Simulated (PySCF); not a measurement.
C₂H₆BFS₂ (SMILES CSB(F)SC), singlet, at a GFN2-xTB geometry; DF-PBE/def2-TZVPD run with PySCF.

Here is a job for PySCF.
```python
from pyscf import gto, scf, dft

mol = gto.M(
    atom='''
B     0.243736    0.458393    0.276429
F     0.400697    1.750395    0.544458
S    -0.985759   -0.013984   -0.957842
C    -1.639704    1.619639   -1.438245
H    -2.082125    2.098690   -0.570882
H    -2.392047    1.438864   -2.198154
H    -0.833518    2.226623   -1.837167
S     1.261607   -0.724097    1.157945
C     0.690082   -2.311891    0.458802
H    -0.371445   -2.429629    0.649267
H     1.255174   -3.090650    0.958362
H     0.883169   -2.326612   -0.608669
''',
    basis='def2-tzvpd',
    charge=0,
    spin=0,
    verbose=4,
    max_memory=1800,
)

mf = dft.RKS(mol)
mf.xc = 'pbe'
mf = mf.density_fit(auxbasis='def2-universal-jkfit')
mf.kernel()
```

Problem. Predict the main parts of the log of this PySCF run.

Solution. 
```
PySCF version 2.14.0

[INPUT] verbose = 4
[INPUT] num. atoms = 12
[INPUT] num. electrons = 64
[INPUT] charge = 0
[INPUT] spin (= nelec alpha-beta = 2S) = 0
[INPUT] symmetry False subgroup None
[INPUT] Mole.unit = angstrom
[INPUT] Symbol           X                Y                Z      unit          X                Y                Z       unit  Magmom
[INPUT]  1 B      0.243736000000   0.458393000000   0.276429000000 AA    0.460594286697   0.866237227418   0.522375102887 Bohr   0.0
[INPUT]  2 F      0.400697000000   1.750395000000   0.544458000000 AA    0.757207588935   3.307767159808   1.028876506328 Bohr   0.0
[INPUT]  3 S     -0.985759000000  -0.013984000000  -0.957842000000 AA   -1.862814534825  -0.026425930126  -1.810059050606 Bohr   0.0
[INPUT]  4 C     -1.639704000000   1.619639000000  -1.438245000000 AA   -3.098591485354   3.060674130664  -2.717889150025 Bohr   0.0
[INPUT]  5 H     -2.082125000000   2.098690000000  -0.570882000000 AA   -3.934646007110   3.965949320363  -1.078810629444 Bohr   0.0
[INPUT]  6 H     -2.392047000000   1.438864000000  -2.198154000000 AA   -4.520313707087   2.719058890496  -4.153909039617 Bohr   0.0
[INPUT]  7 H     -0.833518000000   2.226623000000  -1.837167000000 AA   -1.575120739895   4.207707652657  -3.471742475089 Bohr   0.0
[INPUT]  8 S      1.261607000000  -0.724097000000   1.157945000000 AA    2.384091706834  -1.368345017619   2.188198917309 Bohr   0.0
[INPUT]  9 C      0.690082000000  -2.311891000000   0.458802000000 AA    1.304065983492  -4.368840819847   0.867010125403 Bohr   0.0
[INPUT] 10 H     -0.371445000000  -2.429629000000   0.649267000000 AA   -0.701929320339  -4.591333394301   1.226936811718 Bohr   0.0
[INPUT] 11 H      1.255174000000  -3.090650000000   0.958362000000 AA    2.371935098675  -5.840482046887   1.811041708190 Bohr   0.0
[INPUT] 12 H      0.883169000000  -2.326612000000  -0.608669000000 AA    1.668947531706  -4.396659478127  -1.150217710513 Bohr   0.0

nuclear repulsion = 350.061717723484
number of shells = 115
number of NR pGTOs = 421
number of NR cGTOs = 297
basis = def2-tzvpd
ecp = {}

******** <class 'pyscf.df.df_jk.DFRKS'> ********
method = DFRKS
initial guess = minao
damping factor = 0
level_shift factor = 0
DIIS = <class 'pyscf.scf.diis.CDIIS'>
diis_start_cycle = 1
diis_space = 8
diis_damp = 0
SCF conv_tol = 1e-09
SCF conv_tol_grad = None
SCF max_cycles = 50
direct_scf = False
XC library pyscf.dft.libxc version 7.1.2
    S. Lehtola, C. Steigemann, M. J. T. Oliveira, and M. A. L. Marques,  SoftwareX 7, 1–5 (2018)
XC functionals = pbe
    J. P. Perdew, K. Burke, and M. Ernzerhof,  Phys. Rev. Lett. 77, 3865 (1996)
    J. P. Perdew, K. Burke, and M. Ernzerhof,  Phys. Rev. Lett. 78, 1396 (1997)
    J. P. Perdew, K. Burke, and M. Ernzerhof,  Phys. Rev. Lett. 77, 3865 (1996)
    J. P. Perdew, K. Burke, and M. Ernzerhof,  Phys. Rev. Lett. 78, 1396 (1997)
radial grids:
    Treutler-Ahlrichs [JCP 102, 346 (1995); DOI:10.1063/1.469408] (M4) radial grids

becke partition: Becke, JCP 88, 2547 (1988); DOI:10.1063/1.454033
pruning grids: <function nwchem_prune>
grids dens level: 3
symmetrized grids: False
atomic radii adjust function: <function treutler_atomic_radii_adjust>
small_rho_cutoff = 0
Set gradient conv threshold to 3.16228e-05
Initial guess from minao.
tot grids = 153152
init E= -1000.88790659377
  HOMO = -0.270210502993511  LUMO = -0.0879402970516235  gap/eV = 4.95982
cycle= 1 E= -1000.46695753638  delta_E= 0.421  |g|= 0.587  |ddm|= 2.95
  HOMO = -0.182436608839843  LUMO = -0.0104145382927496  gap/eV = 4.68096
cycle= 2 E= -1000.32527769819  delta_E= 0.142  |g|= 1.09  |ddm|= 1.05
  HOMO = -0.199489098876198  LUMO = -0.0305028932522703  gap/eV = 4.59835
cycle= 3 E= -1000.53000211106  delta_E= -0.205  |g|= 0.173  |ddm|= 0.609
  HOMO = -0.217684154494971  LUMO = -0.0398487659340071  gap/eV = 4.83915
cycle= 4 E= -1000.53612284689  delta_E= -0.00612  |g|= 0.0539  |ddm|= 0.164
  HOMO = -0.216468892040052  LUMO = -0.0401735217485155  gap/eV = 4.79724
cycle= 5 E= -1000.53659903489  delta_E= -0.000476  |g|= 0.0219  |ddm|= 0.0493
  HOMO = -0.215210203267531  LUMO = -0.0386712424428088  gap/eV = 4.80387
cycle= 6 E= -1000.53673036762  delta_E= -0.000131  |g|= 0.00511  |ddm|= 0.0216
  HOMO = -0.215394747256187  LUMO = -0.0391146368739971  gap/eV = 4.79683
cycle= 7 E= -1000.53673608788  delta_E= -5.72e-06  |g|= 0.00228  |ddm|= 0.00537
  HOMO = -0.215389031625085  LUMO = -0.038971533484072  gap/eV = 4.80056
cycle= 8 E= -1000.53673735158  delta_E= -1.26e-06  |g|= 0.000586  |ddm|= 0.00207
  HOMO = -0.215355366362198  LUMO = -0.0389805211756842  gap/eV = 4.79940
cycle= 9 E= -1000.53673744655  delta_E= -9.5e-08  |g|= 0.000112  |ddm|= 0.000591
  HOMO = -0.215358464077762  LUMO = -0.038981260827353  gap/eV = 4.79947
cycle= 10 E= -1000.5367374486  delta_E= -2.05e-09  |g|= 6.14e-05  |ddm|= 0.000141
  HOMO = -0.215362772167052  LUMO = -0.0389854315294163  gap/eV = 4.79947
cycle= 11 E= -1000.53673744953  delta_E= -9.3e-10  |g|= 2.45e-05  |ddm|= 7.37e-05
  HOMO = -0.215359303874435  LUMO = -0.038981422879835  gap/eV = 4.79949
Extra cycle  E= -1000.53673744926  delta_E= 2.66e-10  |g|= 4.25e-05  |ddm|= 5.65e-05
converged SCF energy = -1000.53673744926
```
